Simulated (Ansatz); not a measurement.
Two members of one family (GaF3 adduct), computed with Ansatz in the gas phase. Binding counts from free atoms in the multiplicity of their measured ground term, without zero-point energy. A dash marks a value that wasn't run or was left out as unsound. The structures are stationary points that may keep the symmetry of their start. Remarks come from the PBE and PBE0 runs and from stability tests at other levels; not every state was tested. A HOMO above zero means that the electron is unbound at that level and held by the basis, or that self-interaction error raises the level; the energy of removing that electron tells which.

First: Ga(H2O)F3 (singlet, charge 0, PBE-D4/def2-SVP geometry).

```xyz
7

Ga    0.2229   -0.0539    0.8474
O    -0.3041   -0.3727   -1.1417
H     0.3828    0.1515   -1.6091
H    -1.1326    0.1472   -1.2251
F     0.4277   -1.6073    1.6395
F    -1.2560    0.8778    1.1418
F     1.6593    0.8574    0.3472
```

```tsv
level	HOMO (eV)	LUMO (eV)	gap (eV)	vertical EA (eV)	binding per atom (eV)
PBE-D4/def2-SVP	-8.32	-1.98	6.33	–	3.77
PBE-D4/def2-TZVPD	-8.90	-2.56	6.35	0.43	3.73
r2SCAN-D4/def2-TZVPD	-9.36	-2.05	7.31	0.23	3.68
PBE0-D4/def2-TZVP	-10.87	-1.30	9.56	–	3.58
PBE0-D4/def2-TZVPD	-10.97	-1.64	9.33	0.22	3.59
```

Remarks: HOMO above zero (-1 doublet).

Second: Ga(H2S)F3 (singlet, charge 0, PBE-D4/def2-SVP geometry).

Cartesian coordinates in Å:
```
Ga -0.383 0.294 0.904
S -0.089 -0.708 -1.417
H 0.511 0.435 -1.860
H 1.113 -1.252 -1.061
F -1.714 1.413 0.604
F 1.243 0.986 0.986
F -0.681 -1.168 1.844
```

**Question.** What does the change do? Estimate second minus first.

**Answer.** 
```csv
level,Δ HOMO (eV),Δ LUMO (eV),Δ gap (eV),Δ vertical EA (eV),Δ binding per atom (eV)
PBE-D4/def2-SVP,0.19,0.15,-0.04,–,-0.35
PBE-D4/def2-TZVPD,0.44,0.21,-0.24,-0.10,-0.34
r2SCAN-D4/def2-TZVPD,0.54,-0.01,-0.55,-0.12,-0.32
PBE0-D4/def2-TZVP,0.94,0.03,-0.91,–,-0.31
PBE0-D4/def2-TZVPD,0.99,0.24,-0.74,-0.08,-0.31
```

Remarks: HOMO above zero (-1 doublet).
